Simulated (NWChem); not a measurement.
System: CH4Be; SMILES [BeH][CH3]

```xyz
6

Be     0.0000     0.0000    -1.0606
H      0.0000     0.0000    -2.4050
C      0.0000     0.0000     0.6189
H      0.7236     0.7312     1.0443
H      0.2715    -0.9923     1.0443
H     -0.9951     0.2610     1.0443
```
Atoms are numbered in this order, from 1.

Coordinates come from a PBE-D3(BJ)/def2-SVP optimisation.

Q: List the 6 lowest vertical singlet excitations from B3LYP/def2-SVP, full TDDFT (NWChem).

A: 
```tsv
state	energy (eV)	oscillator strength	leading excitation (squared amplitude)
S1	6.41	0.000	HOMO → LUMO (0.99)
S2	6.41	0.000	HOMO → LUMO+1 (0.99)
S3	7.96	0.108	HOMO → LUMO+2 (0.92)
S4	7.98	0.246	HOMO−1 → LUMO (0.98)
S5	7.98	0.246	HOMO−1 → LUMO+1 (0.98)
S6	8.86	0.000	HOMO−2 → LUMO (0.47)
```
